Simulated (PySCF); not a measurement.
## Ba: electron affinity

Ba⁻ [Xe] 5d1 6s2 (2D) → Ba [Xe] 6s2 (1S), as a difference of total energies. All numbers are calculated (PySCF 2.14, the spin-free X2C one-electron Hamiltonian (Gaussian nucleus), in aug-cc-pVQZ-X2C). Correlated levels: valence: [Xe] frozen. The calculations carry no spin-orbit coupling.

```csv
method,electron affinity (eV)
UHF,-0.855
MP2 (valence),-0.721
SCS-MP2 (valence),-0.781
CCSD (valence),-0.464
CCSD(T) (valence),-0.371
```

A first-order spin-orbit estimate (lowest level to lowest level, LS coupling) adds 0.044 eV.

The configuration of this anion was assumed by filling the next shell in order. It is not the known or likely ground configuration (Ca⁻, Sr⁻ and Ba⁻, for instance, bind a p electron), so these values are not the electron affinity of the element.

A negative affinity means that the anion lies above the atom at that level of theory.

The coupled-cluster amplitudes are large for Ba⁻ (T1 above 0.03 or a double amplitude above 0.15), so a single reference is strained.
